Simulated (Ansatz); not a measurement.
The pair A = NH3 (SMILES N) (first 4 atoms), B = C3H8 (SMILES CCC); geometry from B3LYP-D3(BJ)/def2-TZVP.
(charge 0, multiplicity 1):
```xyz
15

N      0.29599     0.12897     0.48379
H      0.13375     0.82386     1.20356
H      0.96486     0.52020    -0.16961
H     -0.57747     0.00291    -0.01483
C      1.26108     0.07133     4.10194
C     -0.22175     0.43336     4.13342
C     -1.12185    -0.74729     3.77772
H      1.88981     0.92946     4.34880
H      1.48210    -0.72041     4.82218
H      1.54993    -0.29102     3.11315
H     -0.41189     1.25978     3.43964
H     -0.48706     0.81320     5.12473
H     -2.17736    -0.46745     3.79388
H     -0.88370    -1.12829     2.78248
H     -0.98471    -1.56706     4.48738
```

Correlated levels freeze the cores.

Run with Ansatz (an electronic-structure program) with Gaussian orbitals. Values without a source in brackets are computed.

Total energies (hartree), monomers frozen at their geometry in the pair:

```json
[
 {"structure": "AB", "PBE/def2-TZVPPD": "-175.5171389", "MP2/aug-cc-pVDZ": "-175.1460174", "CCSD(T)/aug-cc-pVDZ": "-175.2310690"},
 {"structure": "A in the pair's basis", "PBE/def2-TZVPPD": "-56.5127589", "MP2/aug-cc-pVDZ": "-56.4057615", "CCSD(T)/aug-cc-pVDZ": "-56.4262554"},
 {"structure": "B in the pair's basis", "PBE/def2-TZVPPD": "-119.0037053", "MP2/aug-cc-pVDZ": "-118.7386756", "CCSD(T)/aug-cc-pVDZ": "-118.8032095"},
 {"structure": "A", "PBE/def2-TZVPPD": "-56.5126230", "MP2/aug-cc-pVDZ": "-56.4047657", "CCSD(T)/aug-cc-pVDZ": "-56.4252525"},
 {"structure": "B", "PBE/def2-TZVPPD": "-119.0036807", "MP2/aug-cc-pVDZ": "-118.7380591", "CCSD(T)/aug-cc-pVDZ": "-118.8026012"}
]
```

### Question
Work out the interaction energy without and with the counterpoise correction, and the superposition error, for each level.

### Answer

E(AB) − E(A) − E(B), times 627.509 kcal/mol, with the monomers in their own basis and then in the pair's basis:
- PBE/def2-TZVPPD: -0.52 uncorrected, -0.42 corrected; the monomers gain 0.10 kcal/mol from borrowed functions
- MP2/aug-cc-pVDZ: -2.00 uncorrected, -0.99 corrected; the monomers gain 1.01 kcal/mol from borrowed functions
- CCSD(T)/aug-cc-pVDZ: -2.02 uncorrected, -1.01 corrected; the monomers gain 1.01 kcal/mol from borrowed functions
